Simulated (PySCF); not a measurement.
**Deuteron quadrupole couplings in `FC(F)[SiH2]P[SiH3]`**

Species: CH7F2PSi2.
Structure used (PBE0-D3(BJ)/def2-SVP), in Å, numbered top down from 1:
```
atom  x, y, z in Å
F1    -0.7547    1.8216   -0.0286
C2    -1.7064    0.9128    0.3337
F3    -2.8438    1.2061   -0.3446
Si4   -1.1003   -0.8523   -0.1324
P5     0.8110   -1.1844    1.0165
Si6    2.1154    0.2817   -0.1306
H7    -1.9055    1.0547    1.4125
H8    -2.1387   -1.8288    0.3090
H9    -0.9553   -0.8906   -1.6173
H10    1.1955   -2.3197    0.2375
H11    2.1090    1.5803    0.5982
H12    1.6839    0.4886   -1.5455
H13    3.4967   -0.2871   -0.1144
```

Level: PBE0/pcSseg-1 (PySCF, non-relativistic); Q(2H) = 0.00286 b; rigid geometry, the same for H and D, with no vibrational averaging.

Question: Rank these positions by the coupling χzz of a deuteron there, largest first.
A. H7 (methine hydrogen)
B. H10 (P–H hydrogen)
C. H9 (Si–H hydrogen)

Answer: A (175 kHz), B (115 kHz), C (94 kHz).

Tabulate Vzz, the asymmetry η and χzz = 234.96 MHz × Q × Vzz for every hydrogen position.

```csv
atom,bonded to,bond length (Å),Vzz (au),η,χzz (kHz)
H7,C2,1.106,0.2610,0.06,175
H8,Si4,1.492,0.1401,0.02,94
H9,Si4,1.493,0.1403,0.01,94
H10,P5,1.430,0.1708,0.08,115
H11,Si6,1.489,0.1433,0.03,96
H12,Si6,1.494,0.1398,0.03,94
H13,Si6,1.494,0.1402,0.02,94
```

Average by the element that carries the hydrogen.

on C: 175 kHz over 1 position, mean bond length 1.106 Å; on Si: 95 kHz over 5 positions, mean bond length 1.492 Å; on P: 115 kHz over 1 position, mean bond length 1.430 Å.

A static deuteron (I = 1) shows a doublet split by (3/2)χ, (3/4)χ(1 + η) and (3/4)χ(1 − η) with the field along z, y and x of the gradient. What are these for H7?

With |χ| = 175.4 kHz and η = 0.058: 263, 139 and 124 kHz, to first order and without motion.

The structure is a single PBE0-D3(BJ)/def2-SVP conformer in the gas phase; no vibrational or solvent corrections. With so small a basis the couplings can be 20 % off.
